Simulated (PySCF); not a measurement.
# Br (bromine, neutral): UHF calculation

Configuration: [Ar] 3d10 4s2 4p5, 2P determinant. Computed with PySCF 2.14 in x2c-QZVPPall, with the spin-free X2C one-electron Hamiltonian (Gaussian nucleus).

```
Total energy                                                  : -2604.502904 hartree
One-electron energy                                           : -3622.8336 hartree
Hartree (Coulomb) energy                                      : 1109.5175 hartree
Exchange energy                                               : -91.1868 hartree
⟨S²⟩                                                          : 0.7589
⟨L²⟩                                                          : 2.036
Sum of ⟨r⟩                                                    : 25.72 bohr
Sum of ⟨r²⟩                                                   : 40.06 bohr²
Traceless quadrupole moment −½Σ⟨3z² − r²⟩ along its main axis : 2.06 e·bohr²
Langevin diamagnetic susceptibility                           : -31.7 ×10⁻⁶ cm³/mol
```

```json
{"shell": "1s α", "electrons": "1", "mean orbital energy (hartree)": "-498.23018", "spread (hartree)": "0", "rms radius, mean of both spins (bohr)": "0.0492"}
{"shell": "1s β", "electrons": "1", "mean orbital energy (hartree)": "-498.22563", "spread (hartree)": "0", "rms radius, mean of both spins (bohr)": "0.0492"}
{"shell": "2s α", "electrons": "1", "mean orbital energy (hartree)": "-67.09759", "spread (hartree)": "0", "rms radius, mean of both spins (bohr)": "0.205"}
{"shell": "2s β", "electrons": "1", "mean orbital energy (hartree)": "-67.09519", "spread (hartree)": "0", "rms radius, mean of both spins (bohr)": "0.205"}
{"shell": "2p α", "electrons": "3", "mean orbital energy (hartree)": "-58.99803", "spread (hartree)": "0.00745", "rms radius, mean of both spins (bohr)": "0.183"}
{"shell": "2p β", "electrons": "3", "mean orbital energy (hartree)": "-58.99285", "spread (hartree)": "0.00363", "rms radius, mean of both spins (bohr)": "0.183"}
{"shell": "3s α", "electrons": "1", "mean orbital energy (hartree)": "-10.19919", "spread (hartree)": "0", "rms radius, mean of both spins (bohr)": "0.588"}
{"shell": "3s β", "electrons": "1", "mean orbital energy (hartree)": "-10.19099", "spread (hartree)": "0", "rms radius, mean of both spins (bohr)": "0.588"}
{"shell": "3p α", "electrons": "3", "mean orbital energy (hartree)": "-7.55289", "spread (hartree)": "0.02273", "rms radius, mean of both spins (bohr)": "0.607"}
{"shell": "3p β", "electrons": "3", "mean orbital energy (hartree)": "-7.54175", "spread (hartree)": "0.00483", "rms radius, mean of both spins (bohr)": "0.607"}
{"shell": "3d α", "electrons": "5", "mean orbital energy (hartree)": "-3.15661", "spread (hartree)": "0.02142", "rms radius, mean of both spins (bohr)": "0.651"}
{"shell": "3d β", "electrons": "5", "mean orbital energy (hartree)": "-3.15096", "spread (hartree)": "0.01079", "rms radius, mean of both spins (bohr)": "0.651"}
{"shell": "4s α", "electrons": "1", "mean orbital energy (hartree)": "-1.07568", "spread (hartree)": "0", "rms radius, mean of both spins (bohr)": "1.83"}
{"shell": "4s β", "electrons": "1", "mean orbital energy (hartree)": "-0.96877", "spread (hartree)": "0", "rms radius, mean of both spins (bohr)": "1.83"}
{"shell": "4p α", "electrons": "3", "mean orbital energy (hartree)": "-0.47634", "spread (hartree)": "0.06920", "rms radius, mean of both spins (bohr)": "2.28"}
{"shell": "4p β", "electrons": "2", "mean orbital energy (hartree)": "-0.43279", "spread (hartree)": "0", "rms radius, mean of both spins (bohr)": "2.28"}
```

Densities and radii are taken from the X2C orbitals without a picture-change correction, which distorts them close to the nucleus.

Spin-orbit constants ζ (cm⁻¹) from the X2C one-electron operator on these orbitals: bare nucleus, nucleus screened by l(l+1)(2l+1)/3 electrons, and screened by the Breit-Pauli mean field of the electrons.

| shell | bare | screened nucleus | mean field |
| --- | --- | --- | --- |
| 2p | 262800 | 247800 | n/a |
| 3p | 37840 | 35680 | n/a |
| 3d | 4672 | 3337 | n/a |
| 4p | 2568 | 2421 | n/a |

To first order the Landé constant is A = -2421 cm⁻¹, so the lowest level has J = 3/2 and lies 0.150 eV below the centre of the term.
